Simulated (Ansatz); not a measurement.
MoN(OH)3 (MoNO₃H₃) was relaxed with B3LYP-D4 (def2-SVP, def2-SVPD) in Ansatz in these states: charge -1 doublet, neutral singlet. The geometries follow in no particular order.

In the def2 sets Mo takes a core potential; there is no spin–orbit coupling.

A:

| atom | x (Å) | y (Å) | z (Å) |
| --- | --- | --- | --- |
| Mo1 | -0.033 | 0.021 | 0.006 |
| N2 | 1.328 | -0.850 | -0.258 |
| O3 | -0.552 | 0.725 | -1.666 |
| H4 | -0.056 | 0.559 | -2.478 |
| O5 | 0.426 | 1.373 | 1.240 |
| H6 | 1.318 | 1.468 | 1.602 |
| O7 | -1.311 | -1.180 | 0.704 |
| H8 | -1.121 | -2.117 | 0.849 |

B:

```xyz
8

Mo   -0.008    0.021    0.149
N     0.944    0.279    1.483
O     0.733   -1.510   -0.930
H     1.132   -2.202   -0.394
O     0.540    1.276   -1.327
H     0.830    2.137   -1.009
O    -1.955   -0.058    0.554
H    -2.216    0.057    1.473
```

**Question.** Judge from the bond lengths which geometry belongs to which state (an estimate).

**Answer.** A is the neutral singlet (Mo1–O3 1.887 Å, Mo1–O5 1.887 Å, Mo1–O7 1.887 Å); B is the charge -1 doublet (Mo1–O3 2.014 Å, Mo1–O5 2.014 Å, Mo1–O7 1.990 Å).

The restricted singlet is unstable towards broken spin symmetry in Hartree–Fock (as tested in another run); at B3LYP-D4/def2-SVP this wasn't settled. At B3LYP-D4/def2-SVPD the highest occupied level of the relaxed charge -1 doublet lies above zero (up to 0.46 eV). By energy differences its removal costs 0.53 eV (each at its own geometry, to the charge 0 singlet, at PBE0-D4/def2-TZVPD).
